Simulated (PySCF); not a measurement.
This PySCF input asks for the NMR shieldings of `BCB(C1CC1)[SiH](C)C`, C6H16B2Si; the geometry comes from GFN2-xTB.

```python
import basis_set_exchange as bse
import numpy as np
from pyscf import gto, dft
from pyscf.prop import nmr

atoms = """
B    -1.850689    1.647984    1.832906
C    -1.834778    1.592092    0.270432
B    -0.812599    0.429573   -0.079778
C    -1.409720   -0.987444   -0.257264
C    -0.793924   -2.013715   -1.195308
C    -0.678459   -2.218234    0.265466
Si    1.100897    0.904051   -0.189665
C     2.190709    0.093717    1.163118
C     1.952337    0.486873   -1.856751
H    -1.024861    2.246580    2.406480
H    -2.664632    1.066291    2.440465
H    -1.472055    2.535682   -0.135914
H    -2.824913    1.382863   -0.133421
H    -2.490597   -1.080339   -0.180675
H    -1.470813   -2.641691   -1.755388
H     0.086605   -1.725121   -1.746533
H    -1.278822   -2.984728    0.732672
H     0.280841   -2.072748    0.735766
H     1.330369    2.365046   -0.032323
H     2.345010   -0.965825    0.978770
H     3.171812    0.556369    1.203520
H     1.738345    0.195590    2.145429
H     1.353820    0.811593   -2.702875
H     2.916785    0.978819   -1.932353
H     2.128398   -0.579134   -1.967639
"""
names = dict.fromkeys(["B", "C", "Si", "H"], "pcSseg-1")
basis = {el: gto.basis.parse(bse.get_basis(n, elements=[el], fmt="nwchem")) for el, n in names.items()}
mol = gto.M(atom=atoms, basis=basis, charge=0, verbose=0)
mf = dft.RKS(mol, xc="PBE0")
mf.grids.level = 2
mf.grids.alignment = dft.numint.BLKSIZE   # the property module wants whole blocks of grid points
mf.conv_tol = 1e-9
mf.kernel()

calc = nmr.RKS(mf)   # GIAO
C = mf.mo_coeff
Co = C[:, mf.mo_occ > 0]
resp = mf.gen_response(singlet=True, hermi=2)
def vind(x):   # induced exchange potential for any number of trial vectors
    d = np.einsum("pi,xij,qj->xpq", C, 2 * x.reshape(-1, C.shape[1], Co.shape[1]), Co, optimize=True)
    return np.einsum("xpq,pi,qj->xij", resp(d - d.transpose(0, 2, 1)), C, Co, optimize=True).ravel()
mo1, _ = nmr.rhf.solve_mo1(calc, with_cphf=vind)
sigma = calc.kernel(mo1)
for i, s in enumerate(sigma):   # ppm
    w = np.linalg.eigvalsh((s + s.T) / 2)
    print("%2d %-2s iso %8.1f  s11 %8.1f  s22 %8.1f  s33 %8.1f" % (i, mol.atom_pure_symbol(i), w.mean(), *w))
```

Question: What are the results?

Answer: 
```
 0 B  iso     13.5  s11    -63.8  s22    -30.4  s33    134.8
 1 C  iso    113.5  s11     17.5  s22    132.8  s33    190.1
 2 B  iso      0.4  s11    -65.5  s22    -55.8  s33    122.6
 3 C  iso    158.5  s11    101.6  s22    163.9  s33    209.9
 4 C  iso    171.7  s11    145.0  s22    173.8  s33    196.4
 5 C  iso    172.6  s11    144.8  s22    175.5  s33    197.4
 6 Si iso    394.7  s11    366.5  s22    395.1  s33    422.5
 7 C  iso    191.3  s11    186.3  s22    189.8  s33    197.8
 8 C  iso    190.7  s11    186.6  s22    190.6  s33    194.8
 9 H  iso     23.7  s11     15.0  s22     26.5  s33     29.5
10 H  iso     23.7  s11     15.5  s22     26.5  s33     29.1
11 H  iso     27.5  s11     24.9  s22     26.7  s33     30.8
12 H  iso     27.4  s11     25.3  s22     26.0  s33     30.9
13 H  iso     30.2  s11     24.0  s22     28.1  s33     38.5
14 H  iso     30.4  s11     24.6  s22     26.5  s33     40.1
15 H  iso     30.6  s11     23.3  s22     28.4  s33     40.1
16 H  iso     30.6  s11     24.9  s22     26.5  s33     40.4
17 H  iso     30.9  s11     23.8  s22     28.8  s33     40.1
18 H  iso     27.2  s11     24.5  s22     24.8  s33     32.3
19 H  iso     32.2  s11     27.7  s22     31.0  s33     37.8
20 H  iso     31.5  s11     26.9  s22     28.2  s33     39.5
21 H  iso     31.8  s11     27.5  s22     29.4  s33     38.5
22 H  iso     31.6  s11     27.4  s22     29.1  s33     38.3
23 H  iso     31.4  s11     26.6  s22     28.3  s33     39.4
24 H  iso     31.9  s11     27.6  s22     30.8  s33     37.5
```

These numbers come from an equivalent density-fitted implementation of the same equations, which agrees with the script to about 0.01 ppm for H and up to a few tenths of a ppm for heavy atoms, so last digits may differ.

Size and cost of the density-fitted run: 240 basis functions, 60 s wall time on 1 thread of an Arm Neoverse V2, shared host; peak memory 1.1 GiB.
